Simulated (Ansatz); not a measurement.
Consider the formal exchange of groups at the Sn–C bond: `B[CH2][SnH]([Cl])[Cl]` + `BrCI` → `[Cl][SnH]([Cl])[Br]` + `BCCI`.

Calculated with Ansatz (gas phase, PBE0-D4/def2-TZVP geometries, no zero-point term in ΔE). CBS: MP2 limit from def2 TZ/QZ plus the TZ coupled-cluster correction, frozen cores. Functionals use def2-TZVPP. Elements past krypton have def2 core potentials. For Br, I, Sn outer-core shells are correlated without core-valence functions, which leaves a few kJ/mol of doubt a bond. Scalar relativity is left out up to krypton. Each species was taken in one conformer, which may not be the lowest.

```json
{"level": "ωB97X-V", "ΔE (kJ/mol)": "-113.2"}
{"level": "PBE", "ΔE (kJ/mol)": "-106.3"}
{"level": "HF/def2-TZVPP", "ΔE (kJ/mol)": "-137.6"}
{"level": "HF/CBS(def2)", "ΔE (kJ/mol)": "-138.5"}
```

(1) What does CCSD(T)/CBS give? (An estimate is asked.)

Largest T1 diagnostic among the species: 0.011.

Answers

(1) The calculation gave: -107.7 kJ/mol. The listed levels differ from it by -5.5, 1.4, -29.9, -30.8 kJ/mol.

The D4 term adds +3.7 kJ/mol with B3LYP and +1.9 kJ/mol with PBE0; it sums over pairs of atoms, weighted by their polarisabilities, and B3LYP, whose exchange is more repulsive, gets the larger term. In def2-TZVPP, CCSD(T) changes the Hartree–Fock value by +36.0 kJ/mol (the triples alone add +4.8 kJ/mol) and MP2 by +38.4 kJ/mol.

B3LYP here is the variant with VWN-RPA as its local correlation; programs differ in this.
